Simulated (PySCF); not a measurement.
Give a PBE0-D3(BJ)/def2-SVP geometry of InChI=1S/C10H8OS/c12-10-7-6-9(11-10)8-4-2-1-3-5-8/h1-7,12H/p-1. (Charge -1.)

```xyz
19
C10H7OS angstrom
S      4.7417    1.0135   -1.2759
C      3.5221   -0.0090   -0.7365
C      3.5267   -1.3371   -0.2710
C      2.2047   -1.6857    0.0494
C      1.4138   -0.5817   -0.2202
C      0.0105   -0.3245   -0.0994
C     -0.5319    0.9341   -0.4572
C     -1.8922    1.1882   -0.3417
C     -2.7728    0.2106    0.1313
C     -2.2519   -1.0382    0.4892
C     -0.8946   -1.3039    0.3782
O      2.2160    0.4191   -0.6923
H      4.4220   -1.9487   -0.1897
H      1.8501   -2.6403    0.4384
H      0.1511    1.7009   -0.8272
H     -2.2763    2.1727   -0.6275
H     -3.8427    0.4158    0.2201
H     -2.9204   -1.8206    0.8625
H     -0.5133   -2.2875    0.6642
```

Any rigid rotation of these coordinates is as good. Atoms count from 1 in this order. C8 (aromatic CH carbon) is planar (angles 121.1°, 119.7° and 119.1°, sum 360.0°, 0.00 Å off the plane of its three neighbours). The 6-membered ring C6–C7–C8–C9–C10–C11 has internal angles of 117.1° to 121.3° (sum 720°, against 720° for a flat polygon); it is planar, 0.00 Å rms from its mean plane, widest ring torsion 0°. C6 (substituted aromatic carbon) is planar (angles 122.0°, 120.9° and 117.1°, sum 360.0°, 0.00 Å off the plane of its three neighbours). C2 (substituted aromatic carbon) is planar (angles 132.7°, 120.7° and 106.6°, sum 360.0°, 0.00 Å off the plane of its three neighbours).

Bonds between heavy atoms (Å): S1–C2 1.680, C2–C3 1.407, C3–C4 1.404, C4–C5 1.385, C5–C6 1.432, C6–C7 1.416, C7–C8 1.389, C8–C9 1.398, C9–C10 1.400, C10–C11 1.387, C5–O12 1.367, C2–O12 1.375, C6–C11 1.417.

Level of theory: PBE0-D3(BJ)/def2-SVP geometry optimisation, gas phase (PySCF 2.14.0).

Point group: Cs (every atom within 0.08 Å of its image). Not checked by PBE0-D3(BJ)/def2-SVP frequencies. The geometry's basis has no diffuse functions, a weakness for an anion. Torsions: C4–C5–C6–C7 180°.

One conformer stands for the species.
